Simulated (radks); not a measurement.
The numbers below are computed, except where a source is named.
Ionisation of the holmium ion Ho3+, [Xe] 4f10, to Ho4+, [Xe] 4f9, under several functionals. Scalar-relativistic Kohn-Sham, spin-polarised, spherical densities, finite nucleus; open shells are filled with parallel spins first (spin-orbit coupling, left out, can overturn this in heavy ions); a radial shooting solver on a logarithmic mesh with Libxc functionals.

| functional | E(Ho3+) (hartree) | Exc (hartree) | IE (eV) | -e(HOMO) (eV) | <r> HOMO (bohr) | IE error (eV) |
|---|---|---|---|---|---|---|
| RPBE | -12614.1026 | -269.7956 | 42.966 | 33.183 | 0.7980 | +0.446 |
| TASK exchange with Perdew-Wang LDA correlation | -12613.0791 | -267.6081 | 41.559 | 31.763 | 0.7942 | -0.961 |
| OLYP | -12618.2953 | -274.1810 | 43.370 | 33.536 | 0.7948 | +0.850 |
| XLYP | -12615.3229 | -270.9964 | 42.913 | 33.141 | 0.7989 | +0.393 |
| exchange-only B88 | -12611.0656 | -266.7112 | 41.494 | 31.774 | 0.8006 | -1.026 |
| LDA (Slater exchange, VWN5 correlation) | -12605.5813 | -261.2566 | 43.511 | 33.699 | 0.7965 | +0.991 |
| Wu-Cohen GGA | -12612.6515 | -268.3369 | 43.149 | 33.350 | 0.7972 | +0.629 |
| exchange-only PBE | -12609.8916 | -265.5272 | 41.458 | 31.750 | 0.8012 | -1.062 |

NIST Atomic Spectra Database: 42.5 eV (semi-empirical). Closest: XLYP. The Delta-SCF values span 2.05 eV, the total energies 12.71 hartree. The highest occupied level is 4f. Open shells are spherical and high-spin; term and fine-structure splittings are not resolved. Spin-orbit splitting is averaged out at the scalar-relativistic level. No tabulated value is given for the 4+ ions of Nd, Pm and Eu to Yb, where it belongs to another shell than the one emptied here.
